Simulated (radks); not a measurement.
These are the eigenvalues of the occupied orbitals of an atom or ion with whole-number occupations (hartree). All-electron calculation, scalar-relativistic Kohn-Sham, PBE, spin-polarised, spherical densities, point nucleus. Program: a radial shooting solver on a logarithmic mesh with Libxc functionals.

1s up: -2088.033
1s down: -2087.974
2s up: -389.2389
2s down: -389.2069
2p up: -350.3871
2p down: -350.3361
3s up: -122.3378
3s down: -122.2850
3p up: -110.4437
3p down: -110.3833
3d up: -95.69679
3d down: -95.63925
4s up: -55.67551
4s down: -55.38965
4p up: -51.25094
4p down: -50.96750

Which element is it, and in what charge state? The configuration may be excited. Open shells, if any, are filled with parallel spins first.

Answer. Z = 67, holmium, charge +33: Ho33+ in [Ar] 3d10 4s2 4p4. The list shows which subshells hold electrons but not how many an open one holds; the 1s level, -2088 hartree, gives Z - s = 64.6 by -(Z - s)^2/2, which with screening and relativity narrows Z to a few neighbours, and the depths of the outer levels then fix element, charge and occupations together.
